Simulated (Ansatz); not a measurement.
A search over several starts for the lowest SCF solution of ZrNCl₃H₂⁺, that is Zr(NH2)Cl3 with one electron fewer at the given spin, in a small basis.

```yaml
crystal:
  periodic: [false, false, false]
  atoms:
    - {symbol: Zr, position_ang: [0.015879, 0.013111, -0.730954]}
    - {symbol: N, position_ang: [0.018275, 0.032038, 1.272124]}
    - {symbol: H, position_ang: [0.774582, -0.314003, 1.875998]}
    - {symbol: H, position_ang: [-0.758704, 0.350192, 1.865276]}
    - {symbol: Cl, position_ang: [2.265563, -0.060737, -1.412099]}
    - {symbol: Cl, position_ang: [-1.192094, 1.908165, -1.430595]}
    - {symbol: Cl, position_ang: [-1.123501, -1.928767, -1.439750]}
basis:
  gaussian: {orbitals: def2-SVP}
total_charge: 1
magnetization: {spin_polarized: true, initial_magnetization: 1}
hamiltonian: {xc: pbe0, dispersion: d4}
output: {orbitals: {seedname: orbitals}}
```

```sh
$ ansatz run in.yaml --threads 2 --pin off --events-out ev --progress --plain --max-ram 4352MiB
```

Shortened log:

```
Functional definition: PBE0
1051 factors; integrals over basis functions are off by at most 9.3e-4 eV
mean field evaluation 1: about -40330.0918 eV, gradient 4.9e1 eV
mean field evaluation 2: about -40275.9169 eV, gradient 1.0e2 eV
mean field evaluation 4: about -40337.9281 eV, gradient 2.3e1 eV
mean field evaluation 8: about -40341.2207 eV, gradient 7.5e-1 eV
mean field evaluation 16: about -40341.3561 eV, gradient 2.1e-2 eV
mean field evaluation 32: about -40341.3561 eV, gradient 1.5e-5 eV
mean field -40341.35607700 eV, -1482.5174914763 hartree, gradient 1.5e-5 eV, S^2 0.765591; 5 other end points of the search recorded, 0 dependent functions left out
reference -40341.35614474 eV, -1482.5174939660 hartree; 36, 35 occupied and 73, 74 virtual orbitals, 1051 factors
Total energy: -40341.54587353 eV, -1482.5244663704 hartree
```

Run time 9.5 s (2 threads of Arm Neoverse V2 on a shared host).

In the def2 sets Zr takes a core potential; there is no spin–orbit coupling.
